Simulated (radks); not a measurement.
Numerical settings for the neodymium ion Nd+, [Xe] 4f4 6s1. Method: Dirac Kohn-Sham, PBEsol, spin-unpolarised, spherical densities, point nucleus; open shells are shared between the two j in proportion to 2j + 1; computed with a radial shooting solver on a logarithmic mesh with Libxc functionals. The defaults (mesh step 0.008 in ln r, mesh end at 40 bohr or more with all orbitals vanishing there, Anderson mixing 0.5 over 9 steps, residual threshold near 1e-9 with the energy settled to 1e-9 hartree or 1e-11 of itself, here a cap of 85 iterations) give E = -9626.1405 hartree and 4f7/2 at -7.514 eV in 14 iterations. Run on one thread of a shared host, so times are rough (Arm Neoverse V1): 0.19 s of CPU time, 0.19 s wall, 14 iterations on 2648 mesh points. Changes against that run (0 stands for a change within the tolerance of the run):

| setting | iterations | converged | E (mhartree) | e(4f7/2) (meV) | CPU (s) |
|---|---|---|---|---|---|
| mesh step in ln r 0.08 | 4 | no | diverged | - | 0.03 |
| mesh step in ln r 0.12 | 4 | no | diverged | - | 0.01 |
| mesh step in ln r 0.05 | 14 | yes | +0.00811 | -0.0178 | 0.04 |
| mesh end (bohr) 5 | 15 | yes | +155 | +2.12e+03 | 0.18 |
| mesh end (bohr) 3 | 13 | level above zero | +2.49e+03 | +1.55e+04 | 0.14 |
| residual threshold 1e-16 | 85 | no | 0 | 0 | 0.52 |
| residual threshold 0.1 | 9 | yes | +0.00204 | +21.1 | 0.15 |
| mixing 0.01 | 35 | yes | 0 | 0 | 0.39 |
| linear mixing, mixing 0.2 | 85 | no | 0 | 0 | 0.71 |
| linear mixing, mixing 0.05 | 85 | no | +0.0115 | -52.3 | 0.9 |
| mixing history 2 | 26 | yes | 0 | 0 | 0.28 |
| iteration cap 5 | 5 | no | +0.306 | +314 | 0.08 |

Settled on a wrong energy, with an occupied level pushed above zero by the early mesh end: mesh end (bohr) 3 (+2.49 hartree). Apart from these: settings that end as converged yet miss the energy by more than 1 mhartree: mesh end (bohr) 5 (+0.155 hartree). A mesh that ends early acts as a hard wall.
